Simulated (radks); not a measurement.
Species: Mg4+. Configuration: [He] 2s2 2p4. All-electron calculation, Dirac Kohn-Sham, LDA (Slater exchange, Perdew-Wang correlation), spin-unpolarised, spherical densities, point nucleus; open shells are shared between the two j in proportion to 2j + 1. Program: a radial shooting solver on a logarithmic mesh with Libxc functionals. Some entries of the table are withheld. Estimate them.

orbital,occ.,eigenvalue (eV),<r^2> (bohr^2)
1s1/2,2,-1352.626,(1)
2s1/2,2,-160.0649,0.5036
2p1/2,1.33333,(2),(3)
2p3/2,2.66667,(4),(5)

Answer. 
(1) 1s1/2 <r^2> (bohr^2): 0.02311
(2) 2p1/2 eigenvalue (eV): -129.1050
(3) 2p1/2 <r^2> (bohr^2): 0.4557
(4) 2p3/2 eigenvalue (eV): -128.7455
(5) 2p3/2 <r^2> (bohr^2): 0.4579
